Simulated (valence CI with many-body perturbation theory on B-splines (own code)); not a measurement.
## Zr27+: electric-dipole lines

Level of theory: configuration interaction combined with many-body perturbation theory (CI+MBPT): three valence electrons over a frozen Dirac-Fock core [Ne], a basis of 11 s, 11 p, 9 d, 7 f, 5 g, 2 h, 1 i functions for each j, with the one-electron correlation potential Σ1, the two-electron term Σ2, the three-electron term Σ3, Breit, model QED; selected CI, second order for the rest (own B-spline code, finite nucleus).

No measured spectrum was set against this ion. As an estimate, large intervals hold to a few tenths of a per cent, small ones and those within an open d or f shell to about a per cent.

Lines 1 to 50 of 280 in falling wavelength, among levels below 2460100 cm⁻¹, chosen from the strongest by gf and those to the six lowest levels. Wavelengths and rates use the calculated energies. Electric multipoles are in the length gauge, E1 and E2 with the static RPA response of the core. Weak lines are less certain than strong ones. Lines between different terms over intervals too small for the method are left out, as are lines whose strength nearly cancels. The highest levels of a list are the least certain.

Names give the largest LS component (configuration and term), which can be under half, so a name can repeat, a term be missing and a line seem to break the LS rules; names also repeat where a configuration has a term twice. Letters in brackets count levels of one name in rising energy.

```tsv
λ vac (nm)	Upper	Lower	A (s⁻¹)	S (a.u.)
29.90	3s3p² ⁴P_1/2	3s²3p ²P°_3/2	7.10e+07	1.87e-03
25.19	3p³ ²D°_5/2	3s3p² ²P_3/2	1.65e+09	7.82e-02
23.18	3s3p² ⁴P_3/2	3s²3p ²P°_3/2	1.69e+08	4.15e-03
21.67	3p²3d ²G_7/2	3s3p3d ²F°_5/2 [b]	2.16e+09	8.67e-02
20.81	3s3p² ⁴P_5/2	3s²3p ²P°_3/2	1.33e+09	3.55e-02
20.67	3p²3d ⁴F_9/2	3s3p3d ²F°_7/2 [a]	3.35e+09	1.46e-01
20.15	3s3p² ⁴P_1/2	3s²3p ²P°_1/2	1.74e+09	1.40e-02
19.66	3p²3d ⁴F_5/2	3s3p3d ²F°_5/2 [a]	2.52e+09	5.66e-02
19.33	3p²3d ²F_5/2 [a]	3s3p3d ⁴D°_5/2	3.04e+09	6.51e-02
18.84	3p³ ²P°_1/2	3s3p² ²S_1/2	8.05e+09	5.31e-02
18.59	3p²3d ²D_3/2	3s3p3d ²P°_1/2 [a]	4.38e+09	5.56e-02
18.43	3s3p3d ²F°_5/2 [a]	3s²3d ²D_3/2	2.90e+09	5.39e-02
18.31	3p²3d ⁴F_3/2	3s3p3d ⁴D°_1/2	5.55e+09	6.72e-02
18.28	3p³ ²D°_3/2	3s3p² ²D_3/2	2.95e+09	3.56e-02
18.22	3p²3d ²F_7/2 [a]	3s3p3d ⁴D°_7/2	2.92e+09	6.99e-02
18.15	3p²3d ²D_5/2 [b]	3s3p3d ²F°_7/2 [b]	3.03e+09	5.36e-02
18.09	3p²3d ²G_9/2	3s3p3d ²F°_7/2 [b]	5.82e+09	1.70e-01
17.93	3p²3d ⁴D_3/2	3s3p3d ²D°_5/2 [a]	7.15e+09	8.14e-02
17.91	3p²3d ⁴D_1/2	3s3p3d ⁴P°_1/2	9.11e+09	5.17e-02
17.84	3p²3d ⁴D_5/2	3s3p3d ²D°_5/2 [a]	3.97e+09	6.68e-02
17.69	3p³ ²D°_5/2	3s3p² ²D_5/2	3.72e+09	6.10e-02
17.58	3s3p² ²D_3/2	3s²3p ²P°_3/2	7.77e+08	8.34e-03
17.48	3p²3d ²F_7/2 [a]	3s3p3d ²F°_5/2 [a]	2.93e+09	6.17e-02
17.00	3p²3d ²F_7/2 [b]	3s3p3d ²D°_5/2 [b]	4.94e+09	9.58e-02
16.86	3s3p² ⁴P_3/2	3s²3p ²P°_1/2	3.66e+07	3.47e-04
16.84	3p³ ⁴S°_3/2	3s3p² ²D_5/2	5.11e+09	4.81e-02
16.69	3p²3d ⁴F_5/2	3s3p3d ⁴D°_3/2	7.97e+09	1.10e-01
16.65	3p²3d ⁴F_5/2	3s3p3d ⁴P°_5/2	6.02e+09	8.24e-02
16.57	3p²3d ⁴F_9/2	3s3p3d ⁴D°_7/2	4.86e+09	1.09e-01
16.30	3p²3d ⁴D_5/2	3s3p3d ⁴D°_7/2	4.81e+09	6.17e-02
16.14	3p²3d ⁴F_7/2	3s3p3d ⁴F°_9/2	1.40e+10	2.32e-01
16.12	3p²3d ²D_5/2 [b]	3s3p3d ²D°_3/2	4.45e+09	5.52e-02
16.08	3p²3d ⁴F_3/2	3s3p3d ⁴F°_5/2	9.33e+09	7.66e-02
15.93	3p²3d ⁴F_5/2	3s3p3d ⁴F°_7/2	1.69e+10	2.03e-01
15.91	3p²3d ²G_9/2	3s3p3d ²F°_7/2 [a]	9.98e+09	1.98e-01
15.75	3p³ ²D°_5/2	3s3p² ²D_3/2	8.10e+08	9.38e-03
15.74	3p³ ²D°_3/2	3s3p² ⁴P_5/2	1.64e+10	1.26e-01
15.67	3s3p3d ⁴F°_3/2	3s3p² ²D_3/2	3.60e+08	2.74e-03
15.67	3s3p² ²D_5/2	3s²3p ²P°_3/2	4.04e+09	4.60e-02
15.50	3s3p² ²P_1/2	3s²3p ²P°_3/2	3.16e+09	1.16e-02
15.44	3p²3d ²F_5/2 [b]	3s3p3d ²D°_3/2	4.03e+09	4.40e-02
15.44	3p²3d ²P_3/2 [b]	3s3p3d ²P°_1/2 [a]	6.42e+09	4.67e-02
15.43	3p²3d ²F_7/2 [b]	3s3p3d ²F°_5/2 [b]	3.12e+09	4.53e-02
15.40	3p²3d ⁴F_9/2	3s3p3d ⁴F°_9/2	1.74e+10	3.13e-01
15.32	3p²3d ²D_5/2 [a]	3s3p3d ⁴D°_7/2	1.38e+10	1.47e-01
15.31	3p²3d ²F_7/2 [b]	3s3p3d ²F°_7/2 [b]	5.91e+09	8.37e-02
15.20	3p²3d ⁴P_3/2 [a]	3s3p3d ⁴D°_5/2	1.25e+10	8.69e-02
15.11	3p²3d ²G_7/2	3s3p3d ⁴D°_5/2	3.18e+09	4.33e-02
15.07	3p³ ⁴S°_3/2	3s3p² ²D_3/2	2.60e+09	1.76e-02
15.00	3p²3d ⁴F_3/2	3s3p3d ⁴F°_3/2	7.83e+09	5.22e-02
```
